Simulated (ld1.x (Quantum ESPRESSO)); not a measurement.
# What one change does to a pseudopotential (bromine, TM)

ld1.x (Quantum ESPRESSO) 7.5 input, shortened:

```
&input
   title='Br', zed=35., rel=1, dft='PZ', iswitch=3,
   config='[Ar] 3d10 4s1.75 4p5.25'
 /
 &inputp
   pseudotype=2, tm=.true., lloc=-2, rcloc=1.55,
   nlcc=.true.
 /
2
4S  1  0   1.75   0.00  1.10  1.10  0.0
4P  2  1   5.25   0.00  1.80  1.80  0.0
 &test
   configts(1)='4s1.75 4p5.25'
 /
```

All-electron outer shells of the reference configuration (LDA (PZ), scalar-relativistic, ld1.x):

| shell | level (eV) | outermost node (bohr) | outermost maximum (bohr) |
| --- | --- | --- | --- |
| 3p | -173.60 | 0.21 | 0.48 |
| 3d | -67.39 | – | 0.43 |
| 4s | -20.53 | 0.67 | 1.41 |
| 4p | -8.16 | 0.70 | 1.66 |

Change: local potential all-electron potential smoothed inside 0.84 bohr (lloc = -2).

Cutoffs: the cutoffs (Ry, on a coarse ladder) from which the occupation-weighted sum of valence levels, in a spherical-Bessel basis at the reference potential, stays within 10 and 1 mRy of its value at 400 Ry; they do not see the model core or the augmentation charge, which bear on the density cutoff. Errors are all-electron minus pseudo energies relative to the spin-unpolarised reference configuration.

**Question.** How do hardness, ghosts and transferability respond?

**Answer.** The potential gets neither clearly harder nor softer (100 Ry and 200 Ry → 100 Ry and 200 Ry); a bound ghost appears in d, s, which as a rule spoils a file; of the 9 tests that both files solve, the error grows in 3 and shrinks in 2 by more than 15 % and 0.3 meV (median size 1.3 → 1.4 meV); the range in which the s phases agree widens (upper end 2.5 → 4.5); the range in which the p phases agree narrows (upper end 4.6 → 2.8). In the separable form a ghost depends on how the local part lies against the semilocal potential of the channel, so the choice of the local part can create or remove one.

```tsv
quantity	base	changed
cutoff, loose	100 Ry	100 Ry
cutoff, tight	200 Ry	200 Ry
loose cutoff by channel (10 mRy a level)	s 70 Ry, p 15 Ry	s 70 Ry, p 10 Ry
bound ghosts	none	s, d
error for 4s2 4p5, meV [ΔE -3.09 eV]	-0.4	-0.6
error for 4s2 4p4, meV [ΔE 9.62 eV]	-1.2	-1.3
error for 4s2 4p3, meV [ΔE 32.57 eV]	+1.3	-6.6
error for 4s1 4p5, meV [ΔE 22.67 eV]	-3.6	-3.5
error for 4s2 4p5.3, meV [ΔE -5.09 eV]	+0.4	-0.1
error for 4s1 4p6, meV [ΔE 9.33 eV]	-4.5	-5.2
error for 4s2 4p1, meV [ΔE 113.14 eV]	-11	-152
error for 4s1.75 4p5.25 (spin-polarised), meV [ΔE -0.16 eV]	+1.6	+1.4
error for 4s2 4p5 (spin-polarised), meV [ΔE -3.24 eV]	+1.2	+0.6
s: phases at 1.94 bohr within 0.05 rad from the reference energy up to (Ry; the scan ends near 5)	2.5	4.5
p: phases at 1.94 bohr within 0.05 rad from the reference energy up to (Ry; the scan ends near 5)	4.6	2.8
```

 A true bound ghost makes a file unfit for plane-wave use even where its test errors are small: the radial tests pick states by their node count and pass the ghost by.
